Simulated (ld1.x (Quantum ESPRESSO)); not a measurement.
## An all-electron radial function and its pseudo partner (Si (Z = 14))

Columns: radius, all-electron u(r) and pseudo u(r) of the 3p shell (level -11.75 eV) of silicon in the configuration [Ne] 3s2 3p1; LDA (PZ), scalar-relativistic, TM semilocal scheme, ld1.x (Quantum ESPRESSO) 7.5.

| r (bohr) | all-electron | pseudo |
| --- | --- | --- |
| 0.070 | 0.0704 | -0.0083 |
| 0.140 | 0.1785 | -0.0317 |
| 0.210 | 0.2581 | -0.0661 |
| 0.280 | 0.2960 | -0.1058 |
| 0.350 | 0.2963 | -0.1445 |
| 0.420 | 0.2676 | -0.1770 |
| 0.490 | 0.2187 | -0.2008 |
| 0.560 | 0.1566 | -0.2161 |
| 0.630 | 0.0870 | -0.2253 |
| 0.700 | 0.0138 | -0.2322 |
| 0.770 | -0.0598 | -0.2405 |
| 0.840 | -0.1319 | -0.2535 |
| 0.910 | -0.2009 | -0.2739 |
| 0.980 | -0.2657 | -0.3030 |
| 1.050 | -0.3260 | -0.3407 |
| 1.120 | -0.3811 | -0.3849 |
| 1.190 | -0.4310 | -0.4315 |
| 1.260 | -0.4757 | -0.4757 |
| 1.330 | -0.5153 | -0.5153 |
| 1.400 | -0.5499 | -0.5499 |
| 1.470 | -0.5797 | -0.5797 |
| 1.540 | -0.6049 | -0.6049 |
| 1.610 | -0.6259 | -0.6259 |
| 1.680 | -0.6427 | -0.6427 |
| 1.750 | -0.6558 | -0.6558 |
| 1.820 | -0.6654 | -0.6654 |

(1) How many radial nodes do the two functions have?

(2) At about which radius was the pseudo-wave matched?

(3) Is the pseudo-wave norm-conserving?

Results:

(1) The all-electron 3p function has n − l − 1 = 1; the pseudo-wave has 0, since the states of the same l below it are removed with the core.

(2) 1.30 bohr, where the columns begin to agree (steps of 0.07 bohr).

(3) Yes: the TM semilocal scheme keeps the norm inside the radius equal to the all-electron one, which fixes the energy derivative of the logarithmic derivative at the level.
